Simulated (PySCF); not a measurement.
PySCF job for Ti(Br)(SH)3 (BrH3S3Ti), SMILES [Br][Ti]([SH])([SH])[SH], multiplicity 1, PBE/pcSseg-1. Geometry optimised at PBE0-D3(BJ)/def2-SVP. The spin state was assumed, not searched. The values are those of a single conformer.

```python
import numpy as np
from pyscf import gto, scf, dft
from pyscf.prop.nmr import rks as nmr

mol = gto.M(
    atom='''
    Ti   -0.29180232    0.19324879   -0.05047748
    Br    1.67102730   -1.05037425    0.16565457
    S    -0.29667283    2.07822520    1.16162073
    H     0.03740725    1.33961127    2.25258494
    S    -0.62587786    0.87175717   -2.17004048
    H    -1.96076521    0.77788509   -1.94993481
    S    -2.10637373   -0.92406299    0.69556837
    H    -1.68015614   -2.02058134    0.01556640
    ''',
    basis='pcSseg-1',
    charge=0,
    spin=0,
    max_memory=1600,
    verbose=3,
)
mf = dft.RKS(mol, xc='pbe').density_fit(auxbasis='def2-universal-jkfit')
mf.grids.level = 3
mf.conv_tol = 1e-10
mf.max_cycle = 100
mf.kernel()
n = nmr.NMR(mf)
n.verbose = 2
n.max_cycle_cphf = 60
sigma = n.kernel()
print('atom   isotropic/ppm   span/ppm')
for i, s in enumerate(sigma):
    w = np.linalg.eigvalsh((s + s.T) / 2)
    print(f'{mol.atom_symbol(i):2s}{i + 1:3d} {w.mean():14.3f} {w[2] - w[0]:11.3f}')
```

Output:

```
converged SCF energy = -4618.68766829411
atom   isotropic/ppm   span/ppm
Ti  1      -1725.925     114.081
Br  2        965.829    2451.982
S   3        -21.975    1698.480
H   4         23.721      12.017
S   5         13.209    1680.812
H   6         22.750       9.089
S   7         70.330    1446.988
H   8         24.813       9.979
```

Self-consistency was reached.
